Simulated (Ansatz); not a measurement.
Basis-set extrapolation for `O[SiH]1BN1` (PBE0-D4/def2-TZVP geometry, frozen core, Ansatz 0.2.0). Multiplicity 1, RHF reference.

```tsv
	def2-TZVPP	def2-QZVPP
HF	-445.384079	-445.401007
MP2 correlation	-0.661405	-0.711386
CCSD(T) correlation	-0.715194	not run
```

Energies in hartree. Use E(X) = E(∞) + A·exp(−7.88·√X) for Hartree–Fock and E(X) = E(∞) + B·X^(−2.97) for correlation, with X = 3 and 4, and add CCSD(T) minus MP2 of the smaller set to the MP2 limit.

Q: What is the CCSD(T) energy at the basis-set limit?

A: HF limit: -445.401007 + (-0.016928) × 0.13774 = -445.40334. MP2 limit: -0.711386 + (-0.049981) × 0.74074 = -0.74841. Higher-order term: -0.715194 − (-0.661405) = -0.05379. Total: -446.20554 hartree, 66.7 kcal/mol below CCSD(T)/def2-TZVPP.
